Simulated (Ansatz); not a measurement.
CH3Te (SMILES C[Te]) moved off its minimum; all values from Ansatz (a first-principles code), cores frozen in correlated methods. Open shells are unrestricted. Elements past Kr take the def2 small-core potentials, without spin–orbit coupling.
(charge 0, multiplicity 2)
```xyz
5

C     -1.80510     0.07382     0.04736
Te     0.35364     0.03208    -0.01098
H     -2.13662    -0.88361    -0.68851
H     -2.21817    -0.26276     1.05872
H     -2.28079     0.94756    -0.45807
```

Forces at wB97M-V/def2-TZVPP (eV/Å):

```csv
atom,Fx,Fy,Fz
C1,-1.440,-3.015,-1.368
Te2,-0.670,0.123,0.036
H3,1.015,2.455,1.852
H4,0.582,1.015,-1.433
H5,0.512,-0.578,0.912
```

Task: Give the forces (eV/Å), the total energy and the dipole at CCSD(T)/def2-TZVPPD.

Result: 
```tsv
atom	Fx	Fy	Fz
C1	-1.698	-2.982	-1.347
Te2	-0.309	0.119	0.029
H3	0.986	2.359	1.778
H4	0.548	1.004	-1.347
H5	0.474	-0.499	0.887
```
Energy -306.9430 hartree, dipole 1.06 D.
